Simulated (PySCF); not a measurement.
Compound: C2H8N2OSi.
Numbering: `[CH3:1][C:2](=[O:3])[SiH:4]([NH2:5])[NH2:6]` (hydrogens: H7, H8, H9 on C1; H10 on Si4; H11, H12 on N5; H13, H14 on N6)

Geometry (PBE0-D3(BJ)/def2-SVP, Å), atoms numbered from 1 in this order:
```xyz
14
C2H8N2OSi angstrom
C      2.1216   -0.3375    0.4761
C      0.9636    0.6231    0.5081
O      1.1278    1.8271    0.4696
Si    -0.8459   -0.0710    0.6025
N     -1.7203    1.3775    0.3389
N     -1.1164   -1.3170   -0.5607
H      1.9738   -1.0688   -0.3343
H      2.1417   -0.9160    1.4149
H      3.0705    0.2021    0.3501
H     -1.0298   -0.7715    1.9172
H     -1.1738    2.2319    0.4114
H     -2.7092    1.5102    0.4998
H     -1.2824   -1.0942   -1.5350
H     -1.5321   -2.2014   -0.2980
```

The calculation used PBE0-D3(BJ)/def2-SVP geometry optimisation, gas phase (PySCF).

Masses are those of the commonest isotopes; rigid-rotor values at the optimised geometry. The values belong to one conformer with, in the numbering `[CH3:1][C:2](=[O:3])[SiH:4]([NH2:5])[NH2:6]`, C1–C2–Si4–N5 -171°, C2–Si4–N5–H -13° and -166°, C2–Si4–N6–H -78° and 131°.

(1) Give the principal moments of inertia and the rotational constants in GHz.

(2) Classify the top.

(3) Is it planar, by Δ = Ic − Ia − Ib?

(4) List the rotational levels J(Ka,Kc) to J = 2 (MHz).

(5) Which lines would a microwave search look for?

(6) Estimate the classical rotational partition function at 25 K, 298.15 K and 500 K.

## Answers

(1) Ia = 133.31, Ib = 218.69, Ic = 319.97 u·Å²; 505379 MHz·u·Å²/I gives 3791, 2311 and 1579 MHz, that is A = 3.7909, B = 2.3110, C = 1.5795 GHz.

(2) An asymmetric top. Ray's parameter κ = (2B − A − C)/(A − C) = -0.338; −1 is the prolate and +1 the oblate limit.

(3) Not planar: Δ = Ic − Ia − Ib = -32.03 u·Å². For a rigid frame Δ = −2 Σ m c², so Σ m c² = 16.02 u·Å² lies off the ab plane: 7.18 from hydrogen and 8.83 from heavier atoms. The atom farthest from that plane is 1.83 Å away.

(4) Above 0(0,0):
J = 1: 1(0,1) 3890, 1(1,1) 5370, 1(1,0) 6102
J = 2: 2(0,2) 11460, 2(1,2) 12420, 2(1,1) 14614, 2(2,1) 19054, 2(2,0) 19266
The levels of one J sum to (2J + 1)J(J + 1)(A + B + C)/3.

(5) The dipole components are |μa| = 2.14 D, |μb| = 1.64 D, |μc| = 0.11 D. The squared components, which scale the intensities, stand as 1.00 : 0.59 : 0.00 (a : b : c). Some lines, for components of 0.1 D or more:

```
type  branch         J(Ka,Kc)    MHz  lower level (cm⁻¹)
   c       Q  2(1,2) ← 2(0,2)    960               0.382
   a       Q  2(1,1) ← 2(1,2)   2195               0.414
   c       Q  3(2,2) ← 3(1,2)   3500               0.908
   a       Q  3(1,2) ← 3(1,3)   4349               0.763
   c       Q  2(2,1) ← 2(1,1)   4440               0.487
   b       Q  3(2,1) ← 3(1,2)   4462               0.908
   b       Q  2(2,0) ← 2(1,1)   4651               0.487
   b       R  2(0,2) ← 1(1,1)   6090               0.179
   c       R  1(1,0) ← 0(0,0)   6102               0.000
   b       Q  2(2,1) ← 2(1,2)   6634               0.414
   a       R  2(1,2) ← 1(1,1)   7049               0.179
   c       Q  3(3,1) ← 3(2,1)   8384               1.057
   a       R  2(1,1) ← 1(1,0)   8512               0.204
   b       R  2(1,2) ← 1(0,1)   8529               0.130
   b       Q  3(3,1) ← 3(2,2)   9346               1.025
   b       R  3(0,3) ← 2(1,2)   9961               0.414
   a       R  3(2,2) ← 2(2,1)  11671               0.636
   a       R  3(1,2) ← 2(1,1)  12611               0.487
   b       R  2(2,1) ← 1(1,0)  12952               0.204
   c       R  2(2,0) ← 1(1,0)  13164               0.204
   c       R  3(2,2) ← 2(1,2)  18306               0.414
   b       R  3(2,1) ← 2(1,2)  19268               0.414
   b       R  3(3,1) ← 2(2,0)  20806               0.643
   c       R  3(3,0) ← 2(2,0)  20846               0.643
   c       R  3(3,1) ← 2(2,1)  21017               0.636
   b       R  3(3,0) ← 2(2,1)  21058               0.636
```

(6) Point group C1, symmetry number σ = 1; q = (√π/σ)·√((kT/h)³/(ABC)), k/h = 20836.6 MHz/K: 5660 at 25 K, 233000 at 298.15 K, 507000 at 500 K.

PBE0-D3(BJ)/def2-SVP frequencies: not computed here. No vibrational averaging or centrifugal distortion is included, and the geometry carries the error of its method. A rigid rotor knows nothing of inversion at nitrogen or internal rotation, which can split or shift real lines. Quadrupole hyperfine structure (14N) is left out.
